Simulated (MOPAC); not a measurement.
MOPAC input (PM6):

```
PM6 1SCF UHF MS=0.5 GEO-OK AUX(PRECISION=9) THREADS=1
C3H9BN

C     1.95819100 1   -0.23804900 1   -0.60140000 1
N     0.92054900 1    0.48026400 1   -0.05966300 1
B    -0.43117300 1    0.08033100 1    0.14293700 1
C    -1.43032400 1    1.11126200 1    0.79237100 1
C    -0.87774300 1   -1.37047800 1   -0.28684600 1
H     2.93164500 1    0.21556600 1   -0.68492700 1
H     1.77904000 1   -1.24570200 1   -0.93414200 1
H     1.17219700 1    1.41572200 1    0.22693900 1
H    -2.27938100 1    1.29711300 1    0.12548500 1
H    -0.98648700 1    2.07921100 1    1.04098700 1
H    -1.86529900 1    0.70026200 1    1.71000500 1
H    -0.71195600 1   -1.54045200 1   -1.35641600 1
H    -0.29638600 1   -2.13944600 1    0.23379700 1
H    -1.93209600 1   -1.56218100 1   -0.08352200 1
```

Output:

```
 *******************************************************************************
 **                                                                           **
 **                              MOPAC v23.2.5                                **
 **                                                                           **
 *******************************************************************************
 ** MOPAC's Digital Object Identifier: https://doi.org/10.5281/zenodo.6511958 **
 **                                                                           **
 ** Please cite the open-source release paper for use of this MOPAC version:  **
 ** J. E. Moussa and J. J. P. Stewart (2026)                                  **
 ** MOPAC: An open-source semiempirical molecular orbital program             **
 ** J. Open Source Softw., 11(119), 8025, https://doi.org/10.21105/joss.08025 **
 *******************************************************************************

                              PM6 CALCULATION RESULTS

 *******************************************************************************
 *  PM6        - The PM6 Hamiltonian to be used
 *  GEO-OK     - OVERRIDE INTERATOMIC DISTANCE AND OTHER SAFETY CHECKS
 *  UHF        - UNRESTRICTED HARTREE-FOCK CALCULATION
 *  MS=        - IN MECI, MAGNETIC COMPONENT OF SPIN =  0.5
 *  1SCF       - DO 1 SCF AND THEN STOP
 *  AUX        - OUTPUT AUXILIARY INFORMATION
 *******************************************************************************
PM6 1SCF UHF MS=0.5 GEO-OK AUX(PRECISION=9) THREADS=1
 C3H9BN

   ATOM   CHEMICAL          X               Y               Z
  NUMBER   SYMBOL      (ANGSTROMS)     (ANGSTROMS)     (ANGSTROMS)

     1       C          1.95819100  *  -0.23804900  *  -0.60140000  *
     2       N          0.92054900  *   0.48026400  *  -0.05966300  *
     3       B         -0.43117300  *   0.08033100  *   0.14293700  *
     4       C         -1.43032400  *   1.11126200  *   0.79237100  *
     5       C         -0.87774300  *  -1.37047800  *  -0.28684600  *
     6       H          2.93164500  *   0.21556600  *  -0.68492700  *
     7       H          1.77904000  *  -1.24570200  *  -0.93414200  *
     8       H          1.17219700  *   1.41572200  *   0.22693900  *
     9       H         -2.27938100  *   1.29711300  *   0.12548500  *
    10       H         -0.98648700  *   2.07921100  *   1.04098700  *
    11       H         -1.86529900  *   0.70026200  *   1.71000500  *
    12       H         -0.71195600  *  -1.54045200  *  -1.35641600  *
    13       H         -0.29638600  *  -2.13944600  *   0.23379700  *
    14       H         -1.93209600  *  -1.56218100  *  -0.08352200  *

          CARTESIAN COORDINATES

    NO.       ATOM           X           Y           Z

     1         C          1.9582     -0.2380     -0.6014
     2         N          0.9205      0.4803     -0.0597
     3         B         -0.4312      0.0803      0.1429
     4         C         -1.4303      1.1113      0.7924
     5         C         -0.8777     -1.3705     -0.2868
     6         H          2.9316      0.2156     -0.6849
     7         H          1.7790     -1.2457     -0.9341
     8         H          1.1722      1.4157      0.2269
     9         H         -2.2794      1.2971      0.1255
    10         H         -0.9865      2.0792      1.0410
    11         H         -1.8653      0.7003      1.7100
    12         H         -0.7120     -1.5405     -1.3564
    13         H         -0.2964     -2.1394      0.2338
    14         H         -1.9321     -1.5622     -0.0835

 General Reference for PM6:
 "Optimization of Parameters for Semiempirical Methods V: Modification of NDDO Approximations
 and Application to 70 Elements", J. J. P. Stewart, J. Mol. Mod., 13, 1173-1213 (2007)
 URL: https://link.springer.com/article/10.1007/s00894-007-0233-4

           Empirical Formula: C3 H9 N B  =    14 atoms

      MOLECULAR POINT GROUP   :   Cs

          UHF CALCULATION, NO. OF ALPHA ELECTRONS =   15
                           NO. OF BETA  ELECTRONS =   14

 -------------------------------------------------------------------------------
 PM6 1SCF UHF MS=0.5 GEO-OK AUX(PRECISION=9) THREADS=1
 C3H9BN

     1SCF WAS SPECIFIED, SO BFGS WAS NOT USED
     SCF FIELD WAS ACHIEVED

                              PM6 CALCULATION
                                                       MOPAC v23.2.5 Linux

          FINAL HEAT OF FORMATION =        -22.22220 KCAL/MOL =     -92.97770 KJ/MOL

          COSMO AREA              =        127.51 SQUARE ANGSTROMS
          COSMO VOLUME            =        115.16 CUBIC ANGSTROMS

          IONIZATION POTENTIAL    =          7.952001 EV
          ALPHA SOMO LUMO (EV)    =         -7.952  1.627
          BETA  SOMO LUMO (EV)    =        -10.846  0.495
          NO. OF ALPHA ELECTRONS  =         15
          NO. OF BETA  ELECTRONS  =         14
          MOLECULAR WEIGHT        =         69.9208         POINT GROUP:  Cs

          MOLECULAR DIMENSIONS (Angstroms)

            Atom       Atom       Distance
            H     9    H     6     5.38343
            H    10    H    12     4.13425
            H    13    H     6     2.01534

          SCF CALCULATIONS        =          1

   ATOM   CHEMICAL          X               Y               Z
  NUMBER   SYMBOL      (ANGSTROMS)     (ANGSTROMS)     (ANGSTROMS)

     1       C          1.95819100  *  -0.23804900  *  -0.60140000  *
     2       N          0.92054900  *   0.48026400  *  -0.05966300  *
     3       B         -0.43117300  *   0.08033100  *   0.14293700  *
     4       C         -1.43032400  *   1.11126200  *   0.79237100  *
     5       C         -0.87774300  *  -1.37047800  *  -0.28684600  *
     6       H          2.93164500  *   0.21556600  *  -0.68492700  *
     7       H          1.77904000  *  -1.24570200  *  -0.93414200  *
     8       H          1.17219700  *   1.41572200  *   0.22693900  *
     9       H         -2.27938100  *   1.29711300  *   0.12548500  *
    10       H         -0.98648700  *   2.07921100  *   1.04098700  *
    11       H         -1.86529900  *   0.70026200  *   1.71000500  *
    12       H         -0.71195600  *  -1.54045200  *  -1.35641600  *
    13       H         -0.29638600  *  -2.13944600  *   0.23379700  *
    14       H         -1.93209600  *  -1.56218100  *  -0.08352200  *

                             CARTESIAN COORDINATES

   1    C        1.958191000    -0.238049000    -0.601400000
   2    N        0.920549000     0.480264000    -0.059663000
   3    B       -0.431173000     0.080331000     0.142937000
   4    C       -1.430324000     1.111262000     0.792371000
   5    C       -0.877743000    -1.370478000    -0.286846000
   6    H        2.931645000     0.215566000    -0.684927000
   7    H        1.779040000    -1.245702000    -0.934142000
   8    H        1.172197000     1.415722000     0.226939000
   9    H       -2.279381000     1.297113000     0.125485000
  10    H       -0.986487000     2.079211000     1.040987000
  11    H       -1.865299000     0.700262000     1.710005000
  12    H       -0.711956000    -1.540452000    -1.356416000
  13    H       -0.296386000    -2.139446000     0.233797000
  14    H       -1.932096000    -1.562181000    -0.083522000

           Empirical Formula: C3 H9 N B  =    14 atoms

      MOLECULAR POINT GROUP   :   Cs

          ALPHA EIGENVALUES
 -31.11248 -24.81202 -24.21258 -22.21576 -18.17501 -16.28521 -14.36087 -14.05378
 -13.31840 -12.97747 -12.94142 -12.29673 -11.85253 -10.85765  -7.95200   1.62722
   2.23464   3.66644   4.59358   5.44626   6.06459   6.11417   6.15320   6.26480
   6.27794   6.42999   6.90760   7.23522   7.49540

           BETA EIGENVALUES
 -30.89337 -24.78905 -24.18111 -21.93141 -18.03537 -16.10232 -14.31251 -13.90159
 -13.16278 -12.96770 -12.90831 -11.78676 -11.16387 -10.84616   0.49493   2.37596
   2.60300   3.86837   4.64396   5.57858   6.11929   6.15172   6.27257   6.30269
   6.36168   6.52554   7.03275   7.24172   7.51978

              NET ATOMIC CHARGES AND DIPOLE CONTRIBUTIONS

  ATOM NO.   TYPE          CHARGE      No. of ELECS.   s-Pop       p-Pop
    1          C          -0.355218        4.3552     1.12591     3.22931
    2          N          -0.223827        5.2238     1.43087     3.79296
    3          B           0.243414        2.7566     0.99230     1.76429
    4          C          -0.568055        4.5681     1.09088     3.47717
    5          C          -0.564709        4.5647     1.08935     3.47536
    6          H           0.154005        0.8460     0.84600
    7          H           0.165995        0.8340     0.83400
    8          H           0.222313        0.7777     0.77769
    9          H           0.161297        0.8387     0.83870
   10          H           0.141379        0.8586     0.85862
   11          H           0.161297        0.8387     0.83870
   12          H           0.155528        0.8445     0.84447
   13          H           0.155528        0.8445     0.84447
   14          H           0.151054        0.8489     0.84895
 DIPOLE           X         Y         Z       TOTAL
 POINT-CHG.     0.251     0.424     0.094     0.502
 HYBRID         0.036     0.281     0.096     0.299
 SUM            0.287     0.705     0.190     0.784

          ATOMIC ORBITAL ELECTRON POPULATIONS

     Atom    s        px        py        pz
    1  C   1.12591   0.99674   1.09156   1.14101
    2  N   1.43087   1.14589   1.18209   1.46498
    3  B   0.99230   0.64892   0.70224   0.41314
    4  C   1.09088   1.16358   1.14670   1.16689
    5  C   1.08935   1.16700   1.14619   1.16217
    6  H   0.84600
    7  H   0.83400
    8  H   0.77769
    9  H   0.83870
   10  H   0.85862
   11  H   0.83870
   12  H   0.84447
   13  H   0.84447
   14  H   0.84895

                    (SZ)    =    0.500000
                    (S**2)  =    0.753122

          ATOMIC ORBITAL SPIN POPULATIONS

    Atom   Total    s     px     py     pz
         Atomic
    1  C  0.8566  0.019  0.068  0.117  0.653
    2  N  0.1053  0.003 -0.001  0.013  0.090
    3  B  0.1030  0.005  0.005  0.015  0.078
    4  C -0.0080 -0.001 -0.004 -0.002 -0.001
    5  C -0.0068 -0.001 -0.001 -0.005 -0.001
    6  H -0.0276 -0.028
    7  H -0.0274 -0.027
    8  H -0.0061 -0.006
    9  H  0.0027  0.003
   10  H  0.0003  0.000
   11  H  0.0027  0.003
   12  H  0.0026  0.003
   13  H  0.0026  0.003
   14  H  0.0002  0.000

 **********************
 *                    *
 * JOB ENDED NORMALLY *
 *                    *
 **********************

 == MOPAC DONE ==
```

The geometry given is a B3LYP-D3(BJ)/def2-TZVP minimum.
